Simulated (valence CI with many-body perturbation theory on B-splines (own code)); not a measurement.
# Os45+: magnetic and hyperfine properties of the levels

Computed by configuration interaction combined with many-body perturbation theory (CI+MBPT): three valence electrons over a frozen Dirac-Fock core [Ar] 3d10, radial functions for each j: 11 s, 11 p, 10 d, 8 f, 5 g, 2 h, with the one-electron correlation potential Σ1, the two-electron term Σ2, the three-electron term Σ3, Breit, model QED; selected CI, second order for the rest, scaled by the run's own slope (own B-spline code, finite nucleus).

No measured spectrum was set against this ion. As an estimate, large intervals hold to a few tenths of a per cent, small ones and those within an open d or f shell to about a per cent.

A/g_I is the dipole constant over the nuclear g factor μ/I (μ in nuclear magnetons, uniformly magnetised nucleus), B/Q the quadrupole constant per barn. Both hold the static response of the core; the bare values leave it out. Large factors of s and p1/2 electrons are usually good to 5 to 10 %; those of open d and f shells near neutrality can be off by tens of per cent, and small factors of p3/2, d and f electrons come from cancelling terms and can be off by a factor of two or in sign, in half-filled shells by more. B is blank for J = 1/2, where it vanishes, and for nearly pure S terms. Energies count from the lowest level.

Levels are named by their leading jj configuration (3d3/2^4 stands for four electrons in 3d with j = 3/2), which in mixed levels can hold well under half, so a name can repeat and another be missing. Letters in brackets count levels of one name in rising energy.

```csv
Level,E (× 10³ cm⁻¹),g,A/g_I (MHz),A/g_I bare,B/Q (MHz/b),B/Q bare
(4s^2 4p1/2) J=1/2,0.00,0.658,598000,580000,,
(4s 4p1/2^2) J=1/2,822.18,2.174,1800000,1740000,,
(4s^2 4p3/2) J=3/2,913.32,1.329,66800,64300,134000,130000
(4s 4p1/2 4p3/2) J=3/2 [a],1623.9,1.654,425000,412000,109000,105000
(4s 4p1/2 4p3/2) J=5/2,1694.6,1.355,521000,505000,96400,93500
(4s 4p1/2 4p3/2) J=3/2 [b],1794.2,0.981,13500,13000,85300,82700
(4s 4p1/2 4p3/2) J=1/2,1814.1,1.242,-644000,-624000,,
(4s^2 4d3/2) J=3/2,2268.6,0.816,23400,23600,17900,17800
(4s^2 4d5/2) J=5/2,2428.5,1.252,85300,83300,10500,10600
(4s 4p3/2^2) J=5/2,2610.9,1.378,359000,347000,55100,53500
(4p1/2^2 4p3/2) J=3/2,2617.4,1.324,61600,60100,125000,121000
(4s 4p3/2^2) J=1/2,2726.8,1.904,1840000,1780000,,
(4s 4p3/2^2) J=3/2,2756.6,1.195,-280000,-271000,-27700,-26900
(4s 4p1/2 4d3/2) J=3/2 [a],2916.0,0.500,-165000,-159000,27500,27000
(4s 4p1/2 4d3/2) J=5/2,2976.3,1.038,480000,466000,5320,5620
(4s 4p1/2 4d3/2) J=1/2,3085.9,0.395,-745000,-721000,,
(4s 4p1/2 4d3/2) J=3/2 [b],3096.2,1.298,466000,452000,17500,17000
(4s 4p1/2 4d5/2) J=5/2 [a],3176.3,1.355,171000,167000,22400,22100
(4s 4p1/2 4d5/2) J=7/2,3221.2,1.247,349000,339000,1760,2160
(4s 4p1/2 4d5/2) J=5/2 [b],3267.2,1.067,26200,26200,24500,24100
(4s 4p1/2 4d5/2) J=3/2,3273.5,1.156,-360000,-347000,-2650,-2290
(4p1/2 4p3/2^2) J=5/2,3527.4,1.151,163000,158000,25700,25000
(4p1/2 4p3/2^2) J=3/2,3527.7,1.364,-63400,-60700,25700,24900
(4p1/2 4p3/2^2) J=1/2,3578.0,0.660,587000,567000,,
(4s^2 4f5/2) J=5/2,3831.0,0.864,-30000,-28300,32200,30700
(4s^2 4f7/2) J=7/2,3878.8,1.169,100000,97700,68000,65500
(4p1/2^2 4d3/2) J=3/2,3880.2,0.772,33400,32500,23400,23100
(4s 4p3/2 4d3/2) J=3/2 [a],3900.1,1.323,264000,256000,-6690,-6750
(4s 4p3/2 4d3/2) J=1/2 [a],3900.5,2.304,936000,906000,,
(4s 4p3/2 4d3/2) J=5/2 [a],3902.4,1.256,306000,296000,24500,23600
(4s 4p3/2 4d3/2) J=7/2,3952.7,1.257,208000,202000,54200,52500
(4s 4p3/2 4d5/2) J=9/2,4003.7,1.329,234000,228000,163000,158000
(4s 4p3/2 4d3/2) J=3/2 [b],4018.1,0.984,18100,18200,-74000,-71700
(4s 4p3/2 4d3/2) J=1/2 [b],4089.6,0.586,250000,244000,,
(4s 4p3/2 4d5/2) J=5/2 [a],4100.6,1.349,361000,351000,-72800,-70500
(4s 4p3/2 4d3/2) J=5/2 [b],4120.9,0.950,-86000,-82700,80200,78200
(4p1/2^2 4d5/2) J=5/2,4121.7,1.192,4460,5890,19300,19100
(4s 4p3/2 4d5/2) J=3/2 [a],4137.6,1.178,-130000,-125000,-74900,-72600
(4s 4p3/2 4d5/2) J=7/2 [a],4157.6,1.189,47700,46700,134000,130000
(4s 4p3/2 4d5/2) J=7/2 [b],4241.0,1.209,81700,79900,69100,67400
```

(1) Take the isotope of mass number 187, with I = 1/2, μ = 0.06442 μN. What is the hyperfine structure of (4s^2 4p1/2) J=1/2?

Results:

(1) From the table A = 77000 MHz. Shifts from the centre of gravity in MHz: F = 0: -57800, F = 1: 19200.
